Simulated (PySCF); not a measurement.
**Two-photon absorption: 2-(methylthio)benzoic acid, C$_{8}$H$_{8}$O$_{2}$S**

Geometry:
| atom | x (Å) | y (Å) | z (Å) |
| --- | --- | --- | --- |
| C1 | 2.857 | -0.662 | -0.135 |
| S2 | 1.701 | -0.452 | -1.509 |
| C3 | 0.120 | -0.427 | -0.695 |
| C4 | -0.717 | -1.516 | -0.973 |
| C5 | -2.008 | -1.595 | -0.460 |
| C6 | -2.494 | -0.574 | 0.353 |
| C7 | -1.686 | 0.524 | 0.624 |
| C8 | -0.384 | 0.622 | 0.109 |
| C9 | 0.395 | 1.856 | 0.405 |
| O10 | 1.578 | 2.013 | 0.244 |
| O11 | -0.377 | 2.842 | 0.896 |
| H12 | 2.894 | 0.247 | 0.478 |
| H13 | 3.838 | -0.835 | -0.600 |
| H14 | 2.589 | -1.541 | 0.468 |
| H15 | -0.322 | -2.316 | -1.601 |
| H16 | -2.631 | -2.462 | -0.691 |
| H17 | -3.501 | -0.627 | 0.770 |
| H18 | -2.061 | 1.338 | 1.243 |
| H19 | 0.223 | 3.584 | 1.064 |

Method: PySCF, TDDFT CAM-B3LYP/aug-cc-pVDZ excited states, vertical, gas phase. Geometry: PBE0-D3(BJ)/def2-SVP.

Question: Give the one- and two-photon strengths of the lowest singlets.

Answer: δ for parallel linear polarisation; σ at the peak of a Lorentzian of half width 0.1 eV, single beam; Ω is circular over linear.
| state | E (eV) | f | photon λ (nm) | δ (au) | σ (GM) | Ω | main |
| --- | --- | --- | --- | --- | --- | --- | --- |
| S1 | 3.98 | 0.030 | 622 | 141 | 0.82 | 0.62 | HOMO→LUMO 0.92 |
| S2 | 4.86 | 0.004 | 510 | 61.9 | 0.54 | 1.27 | HOMO→LUMO+2 0.61, HOMO−1→LUMO 0.21 |
| S3 | 5.09 | 0.039 | 487 | 3.14 | 0.03 | 1.10 | HOMO−3→LUMO 0.38, HOMO−1→LUMO 0.27 |
| S4 | 5.29 | 0.015 | 469 | 24.8 | 0.26 | 1.20 | HOMO−3→LUMO 0.34, HOMO−1→LUMO 0.31 |
| S5 | 5.56 | 0.132 | 446 | 53.1 | 0.60 | 0.89 | HOMO−2→LUMO 0.66, HOMO−1→LUMO+2 0.13 |
| S6 | 5.74 | 0.005 | 432 | 123 | 1.49 | 0.67 | HOMO→LUMO+4 0.54, HOMO→LUMO+1 0.12 |

Among these, the strongest one-photon state is S5, the strongest two-photon state S6, with a dipole change of 6.8 D (relaxed, norm of the difference vector).
